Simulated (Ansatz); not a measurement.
Start from `[SiH3][SiH2][SiH2][SiH3]` and change one atom or group to get `[SiH3][SiH2][SiH2][SiH2][SiH2][SiH3]`.

Ansatz, PBE0-D4/def2-TZVP geometries, multiplicity 1. Each molecule was computed in one conformer, which needn't be the lowest.

```tsv
property	`[SiH3][SiH2][SiH2][SiH3]`
HOMO–LUMO gap (PBE0/def2-TZVPP) / eV	7.57
LUMO energy (B3LYP/def2-TZVPP) / eV	-0.48
size of the dipole moment (B3LYP/def2-TZVPP) / D	0.14
LUMO energy (PBE/def2-TZVPP) / eV	-1.15
LUMO energy (ωB97M-V/def2-TZVPP) / eV	1.40
size of the dipole moment (PBE/def2-TZVPP) / D	0.11
```

Task: What does the change do to each property? (An estimate is asked.)

Result: Ansatz gave: 
```csv
property,`[SiH3][SiH2][SiH2][SiH2][SiH2][SiH3]`,shift
HOMO–LUMO gap (PBE0/def2-TZVPP) / eV,7.20,-0.37
LUMO energy (B3LYP/def2-TZVPP) / eV,-0.76,-0.28
size of the dipole moment (B3LYP/def2-TZVPP) / D,0.10,-0.04
LUMO energy (PBE/def2-TZVPP) / eV,-1.43,-0.28
LUMO energy (ωB97M-V/def2-TZVPP) / eV,1.06,-0.34
size of the dipole moment (PBE/def2-TZVPP) / D,0.08,-0.03
```

With PBE0 the HOMO rises by 0.05 eV and the LUMO falls by 0.32 eV, so the gap narrows by about 0.37 eV. PBE moves the HOMO by 0.04 eV and ωB97M-V by 0.08 eV. Dipoles are sizes alone; their direction can turn.

B3LYP here is the variant with VWN-RPA as its local correlation; programs differ in this.
